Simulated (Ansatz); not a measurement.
Relaxation of dimethylphenylsulfonium hydroxide, `C[S+](C)c1ccccc1.[OH-]` with RKS PBE-D4/def2-SVP.

```sh
$ ansatz run in.yaml --threads 4 --pin off --events-out ev --progress --plain --max-ram 6963MiB
```

```yaml
crystal:
  periodic: [false, false, false]
  atoms:
    - {symbol: C, position_ang: [1.890510, 0.583380, 1.078530]}
    - {symbol: S, position_ang: [1.354440, -0.832380, 0.066550]}
    - {symbol: C, position_ang: [1.588080, -0.190490, -1.621370]}
    - {symbol: C, position_ang: [-0.451410, -0.216950, 0.092890]}
    - {symbol: C, position_ang: [-1.328220, -1.218000, 0.483880]}
    - {symbol: C, position_ang: [-2.687110, -0.982630, 0.599930]}
    - {symbol: C, position_ang: [-3.188370, 0.278280, 0.325190]}
    - {symbol: C, position_ang: [-2.327610, 1.286950, -0.071250]}
    - {symbol: C, position_ang: [-0.969570, 1.038400, -0.187710]}
    - {symbol: H, position_ang: [1.627560, 0.342160, 2.102450]}
    - {symbol: H, position_ang: [2.963460, 0.702530, 0.998660]}
    - {symbol: H, position_ang: [1.370950, 1.478200, 0.764850]}
    - {symbol: H, position_ang: [2.636990, -0.239480, -1.885680]}
    - {symbol: H, position_ang: [1.017590, -0.837420, -2.278700]}
    - {symbol: H, position_ang: [1.213780, 0.822410, -1.684330]}
    - {symbol: H, position_ang: [-0.921520, -2.196300, 0.700740]}
    - {symbol: H, position_ang: [-3.354420, -1.775160, 0.906570]}
    - {symbol: H, position_ang: [-4.246450, 0.475420, 0.417570]}
    - {symbol: H, position_ang: [-2.714080, 2.273120, -0.287710]}
    - {symbol: H, position_ang: [-0.328240, 1.852950, -0.503110]}
    - {symbol: O, position_ang: [3.035020, -1.574550, 0.101080]}
    - {symbol: H, position_ang: [3.818640, -1.070460, -0.119030]}
basis:
  gaussian: {orbitals: def2-SVP}
hamiltonian: {xc: pbe, dispersion: d4}
scf: {lower_state_search: "off"}
output: {orbitals: {seedname: orbitals}}
relax: {f_tol: 0.03, max_steps: 70}
```

Hardware: 4 threads of Intel Xeon 6975P-C on a shared host. Wall time 25 s.

Positions (Å) and forces (eV/Å) at steps 1, 2, 3, 4, 5, 6, 7, 8, 9, 10, 11, 12, 13 of 18:

```xyz
22
step=1 energy=-21342.5826 eV
C     1.891    0.583    1.079   -0.146   -0.364   -0.168
S     1.354   -0.832    0.067    0.115   -0.149   -0.034
C     1.588   -0.190   -1.621   -0.084   -0.233    0.347
C    -0.451   -0.217    0.093    0.066    0.165   -0.053
C    -1.328   -1.218    0.484    0.210   -0.174    0.012
C    -2.687   -0.983    0.600   -0.199   -0.122    0.063
C    -3.188    0.278    0.325   -0.294   -0.017    0.029
C    -2.328    1.287   -0.071   -0.041    0.308   -0.076
C    -0.970    1.038   -0.188    0.064    0.199   -0.080
H     1.628    0.342    2.102   -0.187   -0.149    0.711
H     2.963    0.703    0.999    0.691   -0.042   -0.110
H     1.371    1.478    0.765   -0.379    0.729   -0.136
H     2.637   -0.239   -1.886    0.673   -0.102   -0.042
H     1.018   -0.837   -2.279   -0.422   -0.418   -0.460
H     1.214    0.822   -1.684   -0.318    0.769   -0.146
H    -0.922   -2.196    0.701    0.293   -0.765    0.178
H    -3.354   -1.775    0.907   -0.450   -0.559    0.215
H    -4.246    0.475    0.418   -0.730    0.133    0.064
H    -2.714    2.273   -0.288   -0.273    0.673   -0.155
H    -0.328    1.853   -0.503    0.475    0.553   -0.211
O     3.035   -1.575    0.101    0.060   -1.173    0.341
H     3.819   -1.070   -0.119    0.875    0.739   -0.289
22
step=2 energy=-21342.8015 eV
C     1.910    0.567    1.121    0.036    0.009   -0.106
S     1.382   -0.827    0.062   -0.170    0.028   -0.012
C     1.576   -0.216   -1.649    0.094    0.028    0.079
C    -0.451   -0.197    0.094   -0.275    0.052    0.020
C    -1.328   -1.214    0.488    0.077   -0.037    0.018
C    -2.703   -0.984    0.601   -0.077   -0.013    0.007
C    -3.219    0.284    0.316   -0.077   -0.024    0.020
C    -2.356    1.310   -0.084   -0.008    0.077   -0.035
C    -0.982    1.068   -0.195    0.046    0.066   -0.011
H     1.653    0.288    2.154   -0.062   -0.080    0.154
H     2.998    0.671    1.029    0.170   -0.008   -0.006
H     1.389    1.496    0.847   -0.101    0.168   -0.011
H     2.640   -0.278   -1.911    0.174   -0.046   -0.021
H     0.994   -0.891   -2.294   -0.130   -0.122   -0.068
H     1.193    0.810   -1.747   -0.087    0.183   -0.049
H    -0.910   -2.205    0.715    0.058   -0.198    0.045
H    -3.374   -1.792    0.913   -0.117   -0.147    0.057
H    -4.294    0.476    0.406   -0.190    0.030    0.011
H    -2.755    2.306   -0.310   -0.073    0.172   -0.038
H    -0.333    1.897   -0.511    0.145    0.139   -0.057
O     3.097   -1.558    0.089    0.445   -0.541    0.088
H     3.874   -1.012   -0.134    0.122    0.264   -0.085
22
step=3 energy=-21342.8471 eV
C     1.933    0.563    1.129   -0.019    0.041    0.054
S     1.399   -0.828    0.061   -0.077    0.175   -0.032
C     1.597   -0.223   -1.655   -0.040    0.006   -0.071
C    -0.470   -0.198    0.108   -0.189    0.054    0.005
C    -1.352   -1.218    0.505    0.067   -0.011   -0.031
C    -2.735   -0.984    0.606    0.001    0.028    0.007
C    -3.250    0.288    0.309    0.020   -0.005   -0.018
C    -2.379    1.318   -0.090    0.009   -0.015    0.023
C    -0.998    1.074   -0.186    0.027    0.004   -0.033
H     1.683    0.250    2.161    0.022    0.024   -0.042
H     3.027    0.666    1.030   -0.050   -0.014    0.005
H     1.401    1.504    0.888    0.009   -0.075    0.001
H     2.663   -0.329   -1.924   -0.091   -0.016    0.042
H     0.981   -0.899   -2.280    0.024    0.053    0.011
H     1.236    0.818   -1.772   -0.002   -0.051    0.028
H    -0.936   -2.216    0.735   -0.032    0.034   -0.001
H    -3.412   -1.796    0.918    0.025    0.029   -0.011
H    -4.333    0.479    0.385    0.042   -0.005   -0.001
H    -2.779    2.319   -0.325    0.013   -0.038    0.007
H    -0.337    1.903   -0.503   -0.019   -0.043    0.017
O     3.159   -1.546    0.068    0.467   -0.148    0.008
H     3.903   -0.946   -0.167   -0.206   -0.029    0.030
22
step=4 energy=-21342.8500 eV
C     1.922    0.555    1.151    0.033    0.030    0.014
S     1.399   -0.829    0.076    0.047   -0.038   -0.041
C     1.574   -0.206   -1.630   -0.011   -0.002   -0.087
C    -0.464   -0.205    0.111   -0.105   -0.079   -0.028
C    -1.342   -1.223    0.511   -0.039    0.048    0.046
C    -2.723   -0.981    0.613   -0.019   -0.012   -0.032
C    -3.234    0.289    0.301    0.013    0.004    0.031
C    -2.362    1.311   -0.113    0.001   -0.012   -0.064
C    -0.984    1.059   -0.221    0.014   -0.008    0.062
H     1.664    0.241    2.180    0.037   -0.029    0.025
H     3.015    0.653    1.052   -0.005   -0.009    0.033
H     1.382    1.490    0.913    0.018   -0.011   -0.039
H     2.623   -0.374   -1.926   -0.055    0.012   -0.055
H     0.883   -0.808   -2.249    0.065   -0.110   -0.007
H     1.253    0.850   -1.716    0.152    0.014    0.069
H    -0.930   -2.222    0.745   -0.018    0.031    0.030
H    -3.404   -1.787    0.932    0.009    0.016   -0.012
H    -4.315    0.484    0.377    0.027    0.003    0.011
H    -2.761    2.308   -0.362    0.005   -0.020   -0.011
H    -0.317    1.867   -0.576   -0.047    0.010    0.073
O     3.229   -1.556    0.080   -0.185    0.117   -0.038
H     3.894   -0.917   -0.248    0.063    0.046    0.018
22
step=5 energy=-21342.8320 eV rejected
C     1.922    0.536    1.153   -0.091   -0.058   -0.014
S     1.417   -0.825    0.036    0.106   -0.408    0.099
C     1.606   -0.198   -1.673   -0.181    0.081    0.082
C    -0.488   -0.260    0.112    0.169    0.417    0.268
C    -1.385   -1.237    0.575    0.227   -0.209   -0.303
C    -2.765   -0.982    0.629    0.054    0.109    0.220
C    -3.249    0.292    0.296   -0.053   -0.030   -0.223
C    -2.360    1.285   -0.150    0.016    0.076    0.289
C    -0.982    1.018   -0.199   -0.111   -0.077   -0.333
H     1.643    0.189    2.165   -0.032    0.043    0.026
H     3.017    0.638    1.096   -0.022   -0.016   -0.037
H     1.389    1.473    0.913   -0.027    0.047    0.036
H     2.614   -0.481   -2.024   -0.078   -0.026    0.140
H     0.828   -0.709   -2.273   -0.022    0.112   -0.019
H     1.444    0.899   -1.684   -0.007   -0.069   -0.133
H    -0.993   -2.227    0.871   -0.007   -0.015   -0.078
H    -3.462   -1.772    0.951    0.007    0.015    0.071
H    -4.325    0.512    0.374   -0.023   -0.018   -0.069
H    -2.740    2.280   -0.429    0.001    0.011    0.034
H    -0.300    1.824   -0.522    0.003   -0.001   -0.055
O     3.262   -1.474    0.021    0.105    0.050   -0.007
H     3.909   -0.782   -0.237   -0.032   -0.035    0.007
22
step=6 energy=-21342.8683 eV
C     1.917    0.554    1.153    0.012   -0.014    0.002
S     1.407   -0.829    0.066    0.006    0.025    0.017
C     1.575   -0.220   -1.647   -0.025    0.015   -0.055
C    -0.466   -0.214    0.115   -0.003   -0.021   -0.007
C    -1.347   -1.228    0.517   -0.025    0.011    0.010
C    -2.728   -0.985    0.612   -0.010   -0.004    0.002
C    -3.236    0.286    0.299    0.003   -0.001    0.003
C    -2.361    1.306   -0.111    0.002    0.001   -0.011
C    -0.983    1.054   -0.206    0.023    0.005    0.003
H     1.611    0.258    2.174   -0.001   -0.009   -0.005
H     3.015    0.623    1.102    0.007    0.005    0.019
H     1.414    1.500    0.880    0.001   -0.013   -0.016
H     2.601   -0.463   -1.964   -0.015   -0.010   -0.037
H     0.831   -0.775   -2.250    0.017   -0.034    0.004
H     1.346    0.860   -1.717    0.062    0.009    0.029
H    -0.940   -2.226    0.758   -0.002    0.000    0.012
H    -3.411   -1.789    0.930    0.003    0.006   -0.003
H    -4.317    0.483    0.373    0.004    0.000    0.001
H    -2.757    2.304   -0.360    0.001   -0.008   -0.004
H    -0.315    1.869   -0.540   -0.023   -0.006    0.030
O     3.241   -1.512    0.054   -0.111   -0.070    0.035
H     3.903   -0.855   -0.238    0.075    0.112   -0.028
22
step=7 energy=-21342.8760 eV
C     1.913    0.551    1.158    0.009   -0.024    0.017
S     1.414   -0.828    0.058   -0.008   -0.020    0.044
C     1.573   -0.226   -1.660   -0.023    0.039   -0.127
C    -0.466   -0.223    0.118    0.045    0.028    0.009
C    -1.349   -1.233    0.525   -0.006   -0.013   -0.005
C    -2.730   -0.987    0.616    0.001   -0.002    0.004
C    -3.235    0.283    0.296   -0.004    0.001   -0.005
C    -2.357    1.301   -0.114    0.001    0.003    0.005
C    -0.979    1.047   -0.201    0.003    0.005   -0.008
H     1.567    0.261    2.169   -0.005    0.019   -0.043
H     3.014    0.601    1.145   -0.041    0.005    0.012
H     1.432    1.502    0.861    0.016   -0.022    0.010
H     2.573   -0.547   -2.007   -0.134    0.034    0.040
H     0.770   -0.725   -2.244    0.103    0.095    0.075
H     1.433    0.876   -1.709    0.049   -0.166   -0.009
H    -0.945   -2.230    0.774    0.004   -0.002   -0.003
H    -3.414   -1.788    0.936    0.003    0.004    0.005
H    -4.315    0.482    0.367    0.001   -0.002   -0.004
H    -2.751    2.298   -0.368    0.002   -0.004    0.003
H    -0.309    1.864   -0.524   -0.008   -0.010   -0.003
O     3.259   -1.482    0.039   -0.015    0.000    0.001
H     3.904   -0.797   -0.234    0.008    0.030   -0.016
22
step=8 energy=-21342.8794 eV
C     1.903    0.545    1.168    0.018   -0.025    0.069
S     1.419   -0.829    0.055    0.028    0.015    0.031
C     1.575   -0.232   -1.666   -0.043    0.062   -0.271
C    -0.464   -0.232    0.122    0.079    0.029    0.036
C    -1.349   -1.238    0.535    0.009   -0.041   -0.028
C    -2.730   -0.989    0.620    0.005    0.007    0.036
C    -3.232    0.280    0.295   -0.018   -0.005   -0.027
C    -2.353    1.294   -0.120    0.002    0.013    0.040
C    -0.974    1.038   -0.199   -0.002    0.006   -0.057
H     1.506    0.268    2.165   -0.004    0.048   -0.077
H     3.006    0.574    1.204   -0.091   -0.016   -0.009
H     1.452    1.502    0.843    0.022   -0.030    0.028
H     2.537   -0.643   -2.046   -0.306    0.134    0.142
H     0.706   -0.651   -2.230    0.272    0.215    0.161
H     1.543    0.887   -1.696    0.024   -0.406   -0.040
H    -0.949   -2.234    0.792    0.006   -0.007   -0.010
H    -3.416   -1.787    0.945   -0.001   -0.003    0.005
H    -4.312    0.481    0.362   -0.008   -0.002   -0.006
H    -2.744    2.290   -0.379    0.000    0.003    0.002
H    -0.304    1.853   -0.523    0.008   -0.005   -0.011
O     3.281   -1.442    0.021    0.070    0.057   -0.025
H     3.900   -0.736   -0.266   -0.070   -0.051    0.010
22
step=9 energy=-21342.8898 eV
C     1.899    0.544    1.175    0.004   -0.026    0.052
S     1.419   -0.826    0.057    0.017   -0.003    0.011
C     1.576   -0.229   -1.664   -0.073    0.003   -0.223
C    -0.463   -0.231    0.123    0.067    0.011    0.009
C    -1.346   -1.239    0.537    0.005   -0.020    0.009
C    -2.726   -0.991    0.626    0.000   -0.003   -0.004
C    -3.231    0.276    0.295   -0.011    0.004    0.005
C    -2.353    1.290   -0.123   -0.004   -0.002   -0.008
C    -0.975    1.035   -0.208    0.007    0.019    0.000
H     1.479    0.278    2.164   -0.018    0.029   -0.033
H     3.000    0.556    1.231   -0.042   -0.023   -0.010
H     1.469    1.506    0.840    0.006   -0.001    0.004
H     2.512   -0.679   -2.055   -0.193    0.100    0.104
H     0.684   -0.600   -2.221    0.212    0.139    0.125
H     1.592    0.886   -1.693    0.031   -0.257   -0.012
H    -0.943   -2.234    0.794    0.005   -0.005   -0.004
H    -3.411   -1.789    0.952   -0.002   -0.002    0.008
H    -4.311    0.476    0.362   -0.007    0.000   -0.002
H    -2.746    2.285   -0.386   -0.001    0.005    0.003
H    -0.304    1.848   -0.537    0.004   -0.004   -0.009
O     3.286   -1.434    0.019    0.044    0.088   -0.040
H     3.893   -0.728   -0.291   -0.051   -0.050    0.018
22
step=10 energy=-21342.9080 eV
C     1.868    0.525    1.198    0.074    0.071    0.313
S     1.417   -0.827    0.051    0.030    0.128   -0.006
C     1.582   -0.234   -1.670   -0.213    0.037   -0.353
C    -0.454   -0.237    0.126    0.007   -0.104    0.027
C    -1.332   -1.242    0.557   -0.044    0.004   -0.043
C    -2.713   -0.995    0.645    0.001    0.020    0.072
C    -3.220    0.268    0.305   -0.001   -0.016   -0.054
C    -2.346    1.277   -0.136    0.009    0.017    0.088
C    -0.967    1.026   -0.216    0.013   -0.022   -0.094
H     1.305    0.321    2.142    0.141    0.101   -0.283
H     2.961    0.443    1.376   -0.290    0.012   -0.061
H     1.553    1.514    0.794    0.101   -0.205    0.084
H     2.434   -0.811   -2.087   -0.214    0.156    0.093
H     0.619   -0.440   -2.206    0.406    0.079    0.202
H     1.771    0.867   -1.687    0.022   -0.311    0.020
H    -0.926   -2.235    0.816   -0.004    0.001    0.011
H    -3.395   -1.789    0.988   -0.002   -0.002   -0.012
H    -4.301    0.467    0.373   -0.002    0.001    0.002
H    -2.742    2.270   -0.405   -0.002   -0.004   -0.017
H    -0.298    1.830   -0.572   -0.009   -0.002    0.027
O     3.318   -1.366   -0.017    0.072    0.177   -0.093
H     3.868   -0.631   -0.373   -0.095   -0.140    0.078
22
step=11 energy=-21342.9176 eV
C     1.874    0.524    1.208   -0.027    0.122    0.320
S     1.414   -0.813    0.044    0.027   -0.040    0.010
C     1.588   -0.230   -1.681   -0.172    0.132   -0.353
C    -0.461   -0.246    0.120    0.026   -0.017   -0.034
C    -1.337   -1.250    0.558    0.014    0.024    0.080
C    -2.716   -1.000    0.662   -0.010   -0.024   -0.107
C    -3.227    0.258    0.306    0.021    0.031    0.095
C    -2.354    1.270   -0.129   -0.015   -0.050   -0.140
C    -0.977    1.013   -0.234    0.020    0.063    0.134
H     1.239    0.371    2.118    0.198    0.107   -0.326
H     2.950    0.375    1.449   -0.357    0.033   -0.114
H     1.648    1.526    0.770    0.102   -0.273    0.124
H     2.378   -0.883   -2.114   -0.233    0.236    0.146
H     0.599   -0.341   -2.197    0.441    0.060    0.193
H     1.890    0.850   -1.694   -0.053   -0.435    0.001
H    -0.929   -2.239    0.830   -0.005   -0.002   -0.010
H    -3.398   -1.796    1.003    0.005    0.007    0.017
H    -4.307    0.457    0.379   -0.001   -0.001   -0.002
H    -2.752    2.257   -0.412    0.002    0.005    0.026
H    -0.306    1.822   -0.574   -0.013   -0.026   -0.028
O     3.320   -1.336   -0.038    0.108    0.180   -0.084
H     3.864   -0.587   -0.373   -0.080   -0.134    0.052
22
step=12 energy=-21342.9559 eV
C     1.867    0.511    1.219    0.027    0.018    0.051
S     1.411   -0.807    0.040   -0.068   -0.016   -0.021
C     1.577   -0.235   -1.690   -0.018   -0.029    0.041
C    -0.465   -0.258    0.122    0.065   -0.059    0.003
C    -1.340   -1.260    0.564   -0.018   -0.002    0.009
C    -2.721   -1.010    0.661    0.005    0.001    0.004
C    -3.229    0.252    0.317    0.001   -0.003    0.001
C    -2.356    1.261   -0.125    0.012   -0.004   -0.003
C    -0.978    1.005   -0.222    0.011    0.001    0.004
H     1.128    0.499    2.043   -0.008    0.024   -0.037
H     2.880    0.237    1.556   -0.023    0.030    0.013
H     1.839    1.499    0.717    0.031   -0.016    0.012
H     2.323   -0.923   -2.119    0.012   -0.015   -0.018
H     0.593   -0.282   -2.191   -0.005    0.016   -0.021
H     1.960    0.803   -1.701    0.014    0.038   -0.006
H    -0.932   -2.249    0.834   -0.014   -0.004   -0.013
H    -3.403   -1.804    1.005    0.004    0.004    0.008
H    -4.308    0.453    0.392    0.001   -0.006   -0.004
H    -2.751    2.252   -0.399   -0.003   -0.001    0.006
H    -0.306    1.807   -0.571    0.006    0.015   -0.011
O     3.347   -1.260   -0.068   -0.008    0.002   -0.017
H     3.865   -0.490   -0.383   -0.024    0.005    0.000
22
step=13 energy=-21342.9667 eV
C     1.871    0.509    1.218   -0.044    0.023    0.042
S     1.400   -0.803    0.036    0.089   -0.033   -0.010
C     1.580   -0.230   -1.689   -0.052   -0.012   -0.044
C    -0.470   -0.272    0.115   -0.016    0.018   -0.011
C    -1.344   -1.274    0.560    0.025    0.010   -0.002
C    -2.723   -1.021    0.670   -0.011    0.002   -0.006
C    -3.231    0.242    0.330   -0.006   -0.003    0.013
C    -2.359    1.250   -0.116   -0.009   -0.008   -0.001
C    -0.983    0.993   -0.225   -0.008   -0.014    0.002
H     1.052    0.639    1.950   -0.004    0.016   -0.003
H     2.807    0.147    1.673    0.014   -0.015   -0.008
H     2.031    1.462    0.676    0.019   -0.011   -0.014
H     2.282   -0.953   -2.135    0.013    0.008    0.007
H     0.593   -0.211   -2.186   -0.020    0.010   -0.028
H     2.025    0.784   -1.696    0.010    0.010    0.004
H    -0.938   -2.267    0.821   -0.002    0.009    0.006
H    -3.403   -1.813    1.020    0.004   -0.001   -0.006
H    -4.310    0.444    0.410    0.004    0.001    0.008
H    -2.756    2.243   -0.381    0.002   -0.003   -0.011
H    -0.317    1.795   -0.587    0.029   -0.008    0.024
O     3.346   -1.227   -0.085   -0.039   -0.013    0.035
H     3.847   -0.438   -0.380    0.002    0.016    0.003
```
